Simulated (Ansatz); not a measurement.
Basis-set extrapolation for C$_{2}$H$_{10}$Al$_{2}$Si (`C[CH2][AlH][AlH][SiH3]`) (PBE0-D4/def2-TZVP geometry, frozen core, Ansatz 0.2.0). Multiplicity 1, RHF reference.

```
                      def2-TZVPP   def2-QZVPP
                 HF  -854.350453  -854.376940
    MP2 correlation    -0.636760    -0.679122
CCSD(T) correlation    -0.742436      not run
```

Energies in hartree. Use E(X) = E(∞) + A·exp(−7.88·√X) for Hartree–Fock and E(X) = E(∞) + B·X^(−2.97) for correlation, with X = 3 and 4, and add CCSD(T) minus MP2 of the smaller set to the MP2 limit.

Problem. What is the CCSD(T) energy at the basis-set limit?

Solution. HF limit: -854.376940 + (-0.026487) × 0.13774 = -854.38059. MP2 limit: -0.679122 + (-0.042362) × 0.74074 = -0.71050. Higher-order term: -0.742436 − (-0.636760) = -0.10568. Total: -855.19677 hartree, 65.2 kcal/mol below CCSD(T)/def2-TZVPP.
